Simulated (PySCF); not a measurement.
A PySCF script (with the pyscf-properties extension) for the NMR shieldings of `C[NH2+][B@@H-](C#N)SC`, C₃H₉BN₂S, on a GFN2-xTB geometry:

```python
import basis_set_exchange as bse
import numpy as np
from pyscf import gto, dft
from pyscf.prop import nmr

atoms = """
C    -2.134387   -0.812869    0.549831
N    -0.750147   -0.862542    0.073176
B    -0.193208    0.528779   -0.617233
C    -0.180391    1.598628    0.491667
N    -0.147787    2.380055    1.333645
S     1.564493    0.079545   -1.219981
C     2.575449    0.305128    0.283929
H    -2.444276   -1.762080    0.988593
H    -2.225936   -0.023405    1.294244
H    -2.789029   -0.573003   -0.285568
H    -0.631718   -1.586714   -0.635246
H    -0.120306   -1.084449    0.843948
H    -0.884410    0.780193   -1.542774
H     2.374833   -0.488298    1.001485
H     3.613241    0.255044   -0.028328
H     2.365980    1.274931    0.724685
"""
names = dict.fromkeys(["C", "N", "B", "S", "H"], "pcSseg-1")
basis = {el: gto.basis.parse(bse.get_basis(n, elements=[el], fmt="nwchem")) for el, n in names.items()}
mol = gto.M(atom=atoms, basis=basis, charge=0, verbose=0)
mf = dft.RKS(mol, xc="PBE0")
mf.grids.level = 2
mf.grids.alignment = dft.numint.BLKSIZE   # the property module wants whole blocks of grid points
mf.conv_tol = 1e-9
mf.kernel()

calc = nmr.RKS(mf)   # GIAO
C = mf.mo_coeff
Co = C[:, mf.mo_occ > 0]
resp = mf.gen_response(singlet=True, hermi=2)
def vind(x):   # induced exchange potential for any number of trial vectors
    d = np.einsum("pi,xij,qj->xpq", C, 2 * x.reshape(-1, C.shape[1], Co.shape[1]), Co, optimize=True)
    return np.einsum("xpq,pi,qj->xij", resp(d - d.transpose(0, 2, 1)), C, Co, optimize=True).ravel()
mo1, _ = nmr.rhf.solve_mo1(calc, with_cphf=vind)
sigma = calc.kernel(mo1)
for i, s in enumerate(sigma):   # ppm
    w = np.linalg.eigvalsh((s + s.T) / 2)
    print("%2d %-2s iso %8.1f  s11 %8.1f  s22 %8.1f  s33 %8.1f" % (i, mol.atom_pure_symbol(i), w.mean(), *w))
```

Problem. Give the expected output.

Solution. 
```
 0 C  iso    155.7  s11    136.2  s22    142.6  s33    188.4
 1 N  iso    199.7  s11    174.2  s22    208.4  s33    216.5
 2 B  iso    117.4  s11     98.5  s22    120.2  s33    133.5
 3 C  iso     55.8  s11    -61.8  s22    -60.9  s33    290.3
 4 N  iso    -77.0  s11   -250.6  s22   -244.0  s33    263.5
 5 S  iso    636.6  s11    585.3  s22    601.3  s33    723.3
 6 C  iso    171.3  s11    157.8  s22    168.4  s33    187.9
 7 H  iso     29.1  s11     23.9  s22     26.6  s33     36.8
 8 H  iso     28.6  s11     23.6  s22     28.4  s33     33.7
 9 H  iso     29.0  s11     24.8  s22     27.0  s33     35.4
10 H  iso     29.0  s11     21.4  s22     28.5  s33     37.2
11 H  iso     28.8  s11     22.5  s22     28.7  s33     35.1
12 H  iso     28.8  s11     26.0  s22     28.6  s33     31.9
13 H  iso     29.9  s11     23.9  s22     28.4  s33     37.4
14 H  iso     29.7  s11     24.0  s22     26.8  s33     38.2
15 H  iso     29.1  s11     23.8  s22     28.1  s33     35.2
```

These numbers come from an equivalent density-fitted implementation of the same equations, which agrees with the script to about 0.01 ppm for H and up to a few tenths of a ppm for heavy atoms, so last digits may differ.

Size and cost of the density-fitted run: 171 basis functions, 44 s wall time on 1 thread of an Arm Neoverse N1, shared host; peak memory 0.77 GiB.
